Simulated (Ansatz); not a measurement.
Consider the ligand exchange at the Si–F bond: `F[SiH](Cl)Cl` + `C=C[SiH2]S` → `C=C[SiH2]S[SiH](Cl)Cl` + H–F.

Computed with Ansatz on PBE0-D4/def2-TZVP structures; ΔE is electronic, products minus reactants. CBS: MP2 limit from def2 TZ/QZ plus the TZ coupled-cluster correction, frozen cores. This one scheme is used for every species. DFT in def2-TZVPP. B3LYP here is the variant with VWN-RPA as its local correlation; programs differ in this. Each species was taken in one conformer, which may not be the lowest.

```csv
level,ΔE (kJ/mol),difference from CCSD(T)/CBS
PBE-D4,58.7,-9.9
B3LYP-D4,70.7,2.1
ωB97X-V,76.1,7.5
ωB97M-V,74.1,5.5
PBE,75.7,7.1
PBE0,75.8,7.2
MP2/def2-TZVPP,63.7,-4.9
CCSD(T)/def2-TZVPP,74.5,5.9
HF/CBS(def2),115.0,46.4
MP2/CBS(def2),57.9,-10.7
CCSD(T)/CBS,68.6,0
```

Largest T1 diagnostic among the species: 0.011.

In def2-TZVPP, CCSD(T) changes the Hartree–Fock value by −37.3 kJ/mol (the triples alone add −7.2 kJ/mol) and MP2 by −48.0 kJ/mol. The D4 term adds −27.3 kJ/mol with B3LYP and −15.9 kJ/mol with PBE0; it sums over pairs of atoms, weighted by their polarisabilities, and B3LYP, whose exchange is more repulsive, gets the larger term.
